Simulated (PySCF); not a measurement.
Molecule: CH₃S, net charge 1, singlet state. It need not be the lowest isomer of its formula. SMILES: C=[SH+]
Geometry: optimised at B3LYP-D3(BJ)/def2-TZVP (Ansatz).

Dispersion corrections to the total energy (kcal/mol) from the dftd3 and dftd4 libraries through PySCF: D3(BJ) without and D4 with the three-body term, each with the damping fitted for the functional named.

```tsv
functional	D3(BJ)	D4
PBE	-1.57	?
TPSS	?	-1.38
r2SCAN	-0.39	-0.22
PW6B95	-0.74	?
TPSSh	-1.77	-1.23
B3LYP	-2.80	-1.66
BHLYP	-2.20	-1.20
```

Question: Some entries are withheld; supply them.

Answer: 
- PBE, D4: -1.01
- TPSS, D3(BJ): -1.96
- PW6B95, D4: -0.97
